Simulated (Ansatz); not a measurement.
Basis-set extrapolation for AlFH$_{4}$Si$_{2}$, SMILES `F[SiH]1[AlH][SiH2]1` (PBE0-D4/def2-TZVP geometry, frozen core, Ansatz). Multiplicity 1, RHF reference.

|  | def2-TZVPP | def2-QZVPP |
| --- | --- | --- |
| HF | -921.612438 | -921.641561 |
| MP2 correlation | -0.571982 | -0.620597 |
| CCSD(T) correlation | -0.639005 | not run |

Energies in hartree. Use E(X) = E(∞) + A·exp(−7.88·√X) for Hartree–Fock and E(X) = E(∞) + B·X^(−2.97) for correlation, with X = 3 and 4, and add CCSD(T) minus MP2 of the smaller set to the MP2 limit.

Task: What is the CCSD(T) energy at the basis-set limit?

Result: HF limit: -921.641561 + (-0.029123) × 0.13774 = -921.64557. MP2 limit: -0.620597 + (-0.048615) × 0.74074 = -0.65661. Higher-order term: -0.639005 − (-0.571982) = -0.06702. Total: -922.36920 hartree, 309.2 kJ/mol below CCSD(T)/def2-TZVPP.
